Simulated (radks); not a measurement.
The numbers below are computed, except where a source is named.
Neutral fluorine inside a hard spherical wall (all orbitals vanish at R), configuration held at [He] 2s2 2p5 and not refilled when levels cross. Code: a radial shooting solver on a logarithmic mesh with Libxc functionals. Model: scalar-relativistic Kohn-Sham, PBE, spin-unpolarised, spherical densities, point nucleus. Eigenvalues in eV, with the zero of energy where the potential of the charges vanishes at infinity; a dash marks a level that is unbound or too diffuse for the functional's potential to be trusted. A positive occupied level is held by the wall or, in an anion where self-interaction has pushed it up, behind a barrier. The pressure on the wall is -dE/dV.

R (bohr)	E (hartree)	kinetic (hartree)	e(1s)	e(2s)	e(2p)	e(3s, empty)	e(3p, empty)	pressure (GPa)
free	-99.74438	99.662	-663.37	-29.900	-11.112	-	-	0
20	-99.74438	99.662	-663.37	-29.900	-11.112	-	-	< 0.0001
8	-99.74436	99.662	-663.37	-29.898	-11.110	0.839	3.017	0.00101
6	-99.74379	99.667	-663.31	-29.851	-11.062	2.734	6.005	0.0699
5	-99.74069	99.691	-663.08	-29.685	-10.886	5.391	9.639	0.638
3	-99.56837	100.580	-657.40	-26.024	-6.738	30.889	37.842	95.7
2.5	-99.22596	102.025	-650.32	-21.459	-1.511	55.271	61.580	434
1.5	-93.76020	118.057	-595.93	23.510	44.914	249.87	229.87	16900
